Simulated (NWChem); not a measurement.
Species: SnCl$_{4}$; SMILES [Cl][Sn]([Cl])([Cl])[Cl]

All runs: NWChem. The geometry was optimised at PBE-D3(BJ)/def2-SVP. Not confirmed as a minimum by frequencies. def2 effective core potentials on Sn; no spin-orbit coupling. Level PBE/def2-SVP: energy and gradient; each run changes one setting, and changes count from the defaults (medium grid, exact Coulomb integrals, symmetry on).

Q: Which setting moves the energy most, and by about how much (defaults; symmetry off; coarse grid; Coulomb fitting, Weigend set)?

A: Coulomb fitting, Weigend set, by about 400 μHa.
```json
[
 {"setting": "defaults", "size of the energy change (μHa)": "< 10", "largest change of a gradient component (μHa/bohr)": "< 30"},
 {"setting": "coarse grid", "size of the energy change (μHa)": "< 10", "largest change of a gradient component (μHa/bohr)": "< 30"},
 {"setting": "symmetry off", "size of the energy change (μHa)": "< 10", "largest change of a gradient component (μHa/bohr)": "other frame"},
 {"setting": "Coulomb fitting, Weigend set", "size of the energy change (μHa)": "400", "largest change of a gradient component (μHa/bohr)": "< 30"}
]
```
